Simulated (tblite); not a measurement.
Species: C8H9Br.
Atom-mapped SMILES: `[Br:1][C:2]1=[CH:3][C:4]2([CH:5]=[CH:6]1)[CH2:7][CH2:8][CH2:9]2` (hydrogens: H10 on C3; H11 on C5; H12 on C6; H13, H14 on C7; H15, H16 on C8; H17, H18 on C9)

Computed with GFN2-xTB (tblite), gas phase: L-BFGS steps from a force-field or distance-geometry start until the largest atomic force falls under 0.01 eV/Å.

Step 4: E = -700.6852 eV
```
atom  x, y, z in Å  |  force x, y, z in eV/Å
Br1     4.1225   -0.1562    0.3775    0.372   0.055  -0.049
C2      2.2993    0.1583    0.1044   -0.188  -0.027   0.111
C3      1.3144   -0.6018    0.5969   -0.185   0.070   0.037
C4      0.0221   -0.0485    0.1404   -0.066   0.259  -0.079
C5      0.4136    1.1790   -0.6313   -0.115  -0.040   0.054
C6      1.7475    1.2681   -0.6505    0.089   0.125  -0.039
C7     -0.8598   -1.0092   -0.6861    0.060   0.064  -0.131
C8     -2.0775   -0.3176   -0.0818   -0.092   0.003   0.094
C9     -1.1901    0.1030    1.0890    0.258   0.105   0.036
H10     1.3490   -1.5045    1.1691    0.269  -0.080   0.123
H11    -0.2845    1.8548   -1.1170    0.223  -0.313   0.256
H12     2.3341    2.0273   -1.1312    0.124  -0.005  -0.012
H13    -0.7409   -2.0205   -0.3109   -0.040  -0.125  -0.143
H14    -0.6851   -0.9598   -1.7555   -0.195  -0.132  -0.098
H15    -2.3482    0.5422   -0.6819   -0.268   0.057  -0.042
H16    -2.9448   -0.9201    0.1563   -0.145  -0.076  -0.073
H17    -1.1545   -0.6710    1.8561   -0.033   0.137   0.025
H18    -1.3259    1.0829    1.5451   -0.067  -0.079  -0.070
```

Step 5: E = -700.7075 eV
```
atom  x, y, z in Å  |  force x, y, z in eV/Å
Br1     4.1276   -0.1512    0.3729    0.336   0.042  -0.037
C2      2.3008    0.1589    0.1085   -0.158  -0.003   0.091
C3      1.3151   -0.5996    0.6037   -0.156  -0.087   0.078
C4      0.0218   -0.0416    0.1404    0.053  -0.062  -0.040
C5      0.4192    1.1756   -0.6266    0.006   0.095  -0.022
C6      1.7529    1.2703   -0.6499    0.082   0.072  -0.003
C7     -0.8584   -1.0031   -0.6921   -0.056  -0.040  -0.071
C8     -2.0818   -0.3232   -0.0787   -0.049   0.115   0.053
C9     -1.1849    0.1104    1.0867   -0.020  -0.018   0.041
H10     1.3614   -1.5107    1.1759    0.198   0.153  -0.013
H11    -0.2802    1.8430   -1.1070    0.096  -0.146   0.137
H12     2.3407    2.0297   -1.1337    0.070  -0.068   0.030
H13    -0.7454   -2.0174   -0.3230    0.013  -0.125  -0.080
H14    -0.6949   -0.9727   -1.7665   -0.176  -0.004  -0.006
H15    -2.3588    0.5361   -0.6762   -0.259   0.097  -0.073
H16    -2.9591   -0.9227    0.1514    0.052  -0.047  -0.033
H17    -1.1555   -0.6618    1.8537    0.019   0.087   0.073
H18    -1.3291    1.0863    1.5489   -0.051  -0.060  -0.125
```

Step 6: E = -700.7176 eV
```
atom  x, y, z in Å  |  force x, y, z in eV/Å
Br1     4.1357   -0.1479    0.3699    0.192   0.048  -0.039
C2      2.2998    0.1598    0.1119   -0.110  -0.064   0.122
C3      1.3122   -0.6001    0.6085    0.054   0.014  -0.016
C4      0.0221   -0.0393    0.1397    0.046  -0.178  -0.020
C5      0.4231    1.1752   -0.6244    0.083   0.043   0.005
C6      1.7563    1.2722   -0.6493    0.088   0.009   0.040
C7     -0.8590   -1.0010   -0.6956   -0.123  -0.063  -0.029
C8     -2.0847   -0.3237   -0.0766   -0.034   0.115  -0.014
C9     -1.1826    0.1136    1.0858   -0.140  -0.074   0.004
H10     1.3710   -1.5113    1.1792    0.139   0.154  -0.011
H11    -0.2768    1.8349   -1.0999   -0.035   0.009   0.024
H12     2.3455    2.0299   -1.1345    0.056  -0.079   0.043
H13    -0.7474   -2.0179   -0.3305    0.023  -0.092  -0.052
H14    -0.7029   -0.9790   -1.7724   -0.158   0.059   0.035
H15    -2.3687    0.5346   -0.6745   -0.222   0.081  -0.054
H16    -2.9652   -0.9249    0.1485    0.142  -0.021  -0.005
H17    -1.1556   -0.6559    1.8540    0.038   0.049   0.093
H18    -1.3316    1.0871    1.5486   -0.039  -0.009  -0.128
```

Step 7: E = -700.7263 eV
```
atom  x, y, z in Å  |  force x, y, z in eV/Å
Br1     4.1459   -0.1441    0.3665    0.018   0.054  -0.038
C2      2.2974    0.1592    0.1172    0.155   0.029   0.045
C3      1.3111   -0.5993    0.6116    0.086  -0.085   0.021
C4      0.0227   -0.0404    0.1386   -0.003  -0.181  -0.014
C5      0.4282    1.1749   -0.6220    0.057  -0.010   0.012
C6      1.7605    1.2735   -0.6477    0.075  -0.052   0.081
C7     -0.8618   -1.0002   -0.6989   -0.143  -0.060   0.025
C8     -2.0879   -0.3221   -0.0753   -0.012   0.075  -0.082
C9     -1.1828    0.1152    1.0850   -0.154  -0.096  -0.042
H10     1.3820   -1.5096    1.1824    0.084   0.148  -0.008
H11    -0.2748    1.8284   -1.0935   -0.098   0.103  -0.045
H12     2.3510    2.0288   -1.1345    0.056  -0.076   0.053
H13    -0.7488   -2.0200   -0.3380    0.007  -0.043  -0.034
H14    -0.7129   -0.9833   -1.7768   -0.134   0.105   0.040
H15    -2.3813    0.5348   -0.6739   -0.164   0.048  -0.021
H16    -2.9677   -0.9271    0.1458    0.165  -0.014   0.027
H17    -1.1551   -0.6500    1.8563    0.034   0.014   0.096
H18    -1.3344    1.0876    1.5459   -0.027   0.043  -0.118
```

Task: Estimate the geometry and energy of step 8. (The exact step hangs on the optimiser's Hessian estimate; all steps are aligned on step 7, rigid shifts and turns removed.)

Result: E = -700.7347 eV, largest force 0.259 eV/Å
```
atom  x, y, z in Å  |  force x, y, z in eV/Å
Br1     4.1566   -0.1393    0.3625   -0.107   0.053  -0.026
C2      2.2990    0.1598    0.1229    0.182  -0.013   0.045
C3      1.3106   -0.6010    0.6154    0.225   0.073  -0.105
C4      0.0229   -0.0443    0.1371   -0.015  -0.116   0.005
C5      0.4333    1.1744   -0.6194    0.043  -0.074   0.017
C6      1.7662    1.2738   -0.6446   -0.019  -0.094   0.103
C7     -0.8672   -1.0007   -0.7018   -0.107  -0.035   0.043
C8     -2.0915   -0.3191   -0.0758   -0.009   0.001  -0.115
C9     -1.1854    0.1151    1.0834   -0.093  -0.061  -0.062
H10     1.3946   -1.5050    1.1854    0.039   0.007   0.072
H11    -0.2743    1.8237   -1.0878   -0.098   0.139  -0.076
H12     2.3577    2.0262   -1.1334    0.062  -0.056   0.057
H13    -0.7500   -2.0232   -0.3460   -0.032   0.005  -0.019
H14    -0.7254   -0.9852   -1.7803   -0.103   0.132   0.029
H15    -2.3972    0.5363   -0.6741   -0.090   0.005   0.015
H16    -2.9667   -0.9296    0.1439    0.128  -0.024   0.057
H17    -1.1540   -0.6440    1.8605    0.007  -0.008   0.072
H18    -1.3379    1.0886    1.5405   -0.012   0.067  -0.111
```

The energy changes by -0.0084 eV. The first-order estimate −F·Δx gives -0.0120 eV and the mean of the old and new forces, exact on a quadratic surface, -0.0084 eV. The step makes an angle of 56° with the force vector and moves no atom by more than 0.016 Å.

What follows is the cost of the whole relaxation. The run took 0.33 s of wall time on Arm Neoverse V2, one thread (shared host).
